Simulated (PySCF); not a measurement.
## Löwdin shares of the frontier orbitals

C₅H₈OSi.
Structure used (GFN2-xTB), in Å, numbered top down from 1:
```xyz
15
C5H8OSi angstrom
C     -3.748   -0.298    0.643
C     -2.325   -0.333    0.390
C     -1.139   -0.351    0.182
C      0.245   -0.414   -0.064
C      1.027    0.666   -0.075
O      2.349    0.675   -0.303
Si     3.432   -0.496   -0.629
H     -4.294   -0.244   -0.300
H     -3.999    0.574    1.246
H     -4.055   -1.198    1.176
H      0.667   -1.393   -0.248
H      0.628    1.657    0.107
H      3.496   -1.469    0.465
H      4.625    0.326   -0.745
H      3.087   -1.199   -1.867
```

Method: PySCF, TDDFT wB97X-D/def2-SVPD, vertical, gas phase, core orbitals frozen in the response.

Kohn–Sham orbitals with the atoms that hold most of them (Löwdin shares over 4%, at most four atoms; ? is withheld):

| orbital | ε (eV) | atoms |
| --- | --- | --- |
| HOMO-3 | -11.26 | O6 38%, Si7 21%, H14 14%, H15 6% |
| HOMO-2 | -10.80 | C3 24%, C4 18%, O6 15%, C2 15% |
| HOMO-1 | -9.30 | ? |
| HOMO | -7.99 | ? |
| LUMO | 1.46 | C5 29%, C4 20%, C2 12%, C3 12% |
| LUMO+1 | 1.88 | Si7 40%, H13 12%, H15 12%, H14 11% |
| LUMO+2 | 2.13 | Si7 49%, H14 8%, H13 8%, H15 8% |

Question: Which atoms hold the HOMO-1, and with what shares?

Answer: C3 (bonded to 2 C) 38%; C2 (bonded to 2 C) 37%; C1 (bonded to C and 3 H) 8%; C4 (bonded to 2 C and H) 7%.

Question: Which atoms hold the HOMO, and with what shares?

Answer: C2 (bonded to 2 C) 23%; C3 (bonded to 2 C) 18%; C4 (bonded to 2 C and H) 18%; C5 (bonded to C, O and H) 17%.

Question: The HOMO–LUMO gap is 9.45 eV. Where does the response calculation put the lowest singlet, and from which orbitals?

Answer: S1 is at 5.51 eV (f = 0.444), 3.94 eV below the gap, made of HOMO→LUMO (89%). Without the coupling terms of the response equations the lowest excitation would equal the gap.

Question: One configuration dominates each of S1 and S2. Which, and how do the shares of the two leading atoms of either orbital change from the occupied to the empty one?

Answer: 
- S1 (5.51 eV, f 0.444), HOMO→LUMO (89%): C2 23% → 12%, C3 18% → 12%, C5 17% → 29%, C4 18% → 20%
- S2 (5.72 eV, f 0.0001), HOMO-1→LUMO (75%): C3 38% → 12%, C2 37% → 12%, C5 at most 7% → 29%, C4 7% → 20%

One conformer stands for the species.
